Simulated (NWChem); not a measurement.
Molecule: AlCl, singlet; SMILES [Al][Cl]

```xyz
2

Al     0.0000     0.0000    -1.2092
Cl     0.0000     0.0000     0.9377
```
Atoms are numbered in this order, from 1.

Level: PBE0/def2-SVP (NWChem), optimised geometry, unscaled harmonic frequencies. Low-valent species are run as closed-shell singlets; no triplet was tried in these runs.

Task: List the harmonic frequencies with IR intensities, and the thermochemistry.

Result: 
| frequency (cm⁻¹) | IR intensity (km/mol) |
|---|---|
| 493 | 112.4 |

```yaml
zero_point_energy: 0.7 kcal/mol
thermal correction to the enthalpy at 298.15 K (with zero-point energy): 2.9 kcal/mol
heat capacity Cv: 6.2 cal/(mol K)
entropy at 298.15 K and 1 atm (symmetry number 1): 54.4 cal/(mol K)
dipole_moment: 1.27 D
```

Rigid rotor and harmonic oscillator.
